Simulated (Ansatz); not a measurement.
Ansatz results at the PBE0-D4/def2-TZVP geometry: HOMO–LUMO gap (PBE0/def2-TZVPP) 9.28 eV; HOMO energy (ωB97M-V/def2-TZVPP) -10.60 eV; HOMO–LUMO gap (ωB97M-V/def2-TZVPP) 13.08 eV.

Each molecule was computed in one conformer, which needn't be the lowest.

(1) Which molecule gave them?
A. `C=C(O)[Se][GaH2]`
B. `NC1(F)CO1`
C. `[O]1[SiH2][S][GaH]1`
D. `N/C(F)=C\O`

## Answers

(1) B. The others give `[O]1[SiH2][S][GaH]1`: 6.34, -9.78, 10.16; `N/C(F)=C\O`: 7.12, -8.63, 10.76; `C=C(O)[Se][GaH2]`: 5.39, -8.24, 9.08.
